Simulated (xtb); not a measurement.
Al(F)2(NH2) (AlF2H2N), SMILES [NH2][Al]([F])[F]. All values are semi-empirical tight-binding results from xtb (GFN2-xTB unless named), good for trends rather than for accurate numbers. Coordinates come from a GFN2-xTB optimisation. One conformer was computed; it need not be the lowest.

Optimised geometry:

```xyz
6

Al     0.0000     0.0000    -0.0332
F      0.0000     1.3943    -0.9036
F      0.0000    -1.3943    -0.9036
N      0.0000     0.0000     1.7282
H      0.0000    -0.8296     2.3000
H      0.0000     0.8296     2.3000
```

For metal compounds this method's bond lengths and energies can be far off.

| Quantity | Value |
|---|---|
| point group as xtb finds it | C2v |
| orbital gap | 3.87 eV |
| zero-point energy | 17.9 kcal/mol |
| G − E(el) at 298.15 K (modified RRHO) | 0.1 kcal/mol |

Computed atomic charges and the Wiberg bond orders between heavy atoms:
charges (e) Al1 0.48, F2 -0.24, F3 -0.24, N4 -0.38, H5 0.19, H6 0.19. Bond orders Al1–F2 1.24, Al1–F3 1.24, Al1–N4 1.34.
